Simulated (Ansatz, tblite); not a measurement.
Cost and result up the ladder for the cluster BeTe2⁻ (the lowest doublet isomer of a short search) (3 atoms). Total charge -1; doublet. Geometry: PBE-D4/def2-TZVPD.

```csv
atom,x (Å),y (Å),z (Å)
Be1,0.000,-0.001,-0.001
Te2,1.834,0.928,-0.837
Te3,-1.834,-0.927,0.838
```

Ansatz on 4 threads of Arm Neoverse V2 on a shared host; xTB runs through tblite on one thread. Times are rough, summed over both states, and most runs start from the orbitals of an earlier one. PBE0-D4/def2-TZVPD serves as the yardstick here, not as an exact answer. The other state is a triplet.

In the def2 sets Te takes a core potential; there is no spin–orbit coupling. The xTB rows come from tblite. HOMO above LUMO, or a gap near zero within one spin, warns that the state may not be the lowest or that an electron is smeared out. The structure comes from a short search, and lower isomers may exist.

Raw xTB energies of ions are shifted by several eV, and xTB has no spin-polarisation term.

| level | functions | wall time | vertical IE (eV) | difference from PBE0-D4/def2-TZVPD (eV) | remarks |
| --- | --- | --- | --- | --- | --- |
| GFN1-xTB | 22 | 0.004 s | 6.33 | 3.16 | – |
| GFN2-xTB | 22 | 0.01 s | 3.08 | -0.08 | – |
| PBE-D4/def2-TZVPD (with forces) | 140 | 12 s | 3.06 | -0.10 | gap within one spin near zero (-1 doublet) |
| PBE0-D4/def2-TZVPD | 140 | 30 s | 3.17 | 0.00 | – |
| r2SCAN-D4/def2-TZVPD | 140 | 81 s | 3.17 | 0.00 | – |
